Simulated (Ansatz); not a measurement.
Reaction (redistribution): `O[SiH2][AsH2]` + `C[NH][InH2]` → `[AsH2][InH2]` + `CN[SiH2]O`

Program: Ansatz. Geometries: PBE0-D4/def2-TZVP. ΔE: electronic, gas phase. CCSD(T)/CBS is the MP2 limit (def2-TZVPP, def2-QZVPP) plus CCSD(T) − MP2 in def2-TZVPP, frozen cores. DFT in def2-TZVPP. Elements past krypton have def2 core potentials. For As, In outer-core shells are correlated without core-valence functions, which leaves a few kJ/mol of doubt a bond. Scalar relativity is left out up to krypton. One conformer a species, not always the lowest.

| level | ΔE (kJ/mol) |
| --- | --- |
| PBE0-D4 | -96.4 |
| CCSD(T)/def2-TZVPP | -92.8 |

Q: What does CCSD(T)/CBS give? (An estimate is asked.)

A: The calculation gave: -92.5 kJ/mol. The listed levels differ from it by -3.9, -0.3 kJ/mol.

Q: What do rigid-rotor, harmonic-oscillator terms from PBE0-D4/def2-TZVP frequencies (298.15 K, 1 bar) make of the CCSD(T)/CBS value? (Estimate.)

A: Computed: ΔZPE = +2.3 kJ/mol, ΔH = -90.2 kJ/mol, ΔS = 0 J/(mol·K), ΔG = -90.1 kJ/mol.

Largest T1 diagnostic among the species: 0.016.

From r2SCAN to r2SCAN0 (25 % exact exchange), in def2-TZVPP and without D4, ΔE moves by −7.8 kJ/mol. Leaving LDA and LC-ωPBE aside and taking each functional with its dispersion term where it has one, the values, not all of them listed here, spread over 21.0 kJ/mol, from BHLYP-D4 to revPBE-D4. In def2-TZVPP, CCSD(T) changes the Hartree–Fock value by +22.9 kJ/mol (the triples alone add +3.6 kJ/mol) and MP2 by +20.6 kJ/mol.
